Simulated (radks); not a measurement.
The numbers below are computed, except where a source is named.
Neutral rhenium inside a hard spherical wall (all orbitals vanish at R), configuration held at [Xe] 4f14 5d5 6s2 and not refilled when levels cross. Code: a radial shooting solver on a logarithmic mesh with Libxc functionals. Model: scalar-relativistic Kohn-Sham, PBEsol, spin-polarised, spherical densities, finite nucleus; open shells are filled with parallel spins first (spin-orbit coupling, left out, can overturn this in heavy ions); Fermi nuclear charge, rms radius 5.3698 fm. Eigenvalues in eV for spin up, with the zero of energy where the potential of the charges vanishes at infinity; a dash marks a level that is unbound or too diffuse for the functional's potential to be trusted. A positive occupied level is held by the wall or, in an anion where self-interaction has pushed it up, behind a barrier. The pressure on the wall is -dE/dV.

R (bohr),E (hartree),kinetic (hartree),e(5p),e(4f),e(6s),e(5d),"e(6p, empty)","e(7s, empty)",pressure (GPa)
free,-16684.7270,18429.116,-47.826,-42.105,-6.613,-6.432,-1.549,-,0
15,-16684.7270,18429.116,-47.825,-42.105,-6.612,-6.432,-1.546,0.287,< 0.0001
12,-16684.7270,18429.117,-47.822,-42.102,-6.610,-6.429,-1.526,0.751,0.000572
10,-16684.7267,18429.120,-47.799,-42.079,-6.591,-6.407,-1.450,1.601,0.00913
7,-16684.7150,18429.210,-47.360,-41.635,-6.214,-6.005,-0.571,6.514,0.693
6,-16684.6862,18429.390,-46.671,-40.921,-5.564,-5.385,0.642,11.486,3.28
4,-16684.1729,18431.762,-40.952,-34.603,1.782,0.027,11.964,46.265,114
3.5,-16683.5820,18434.151,-37.093,-30.075,8.549,4.130,21.539,71.237,329
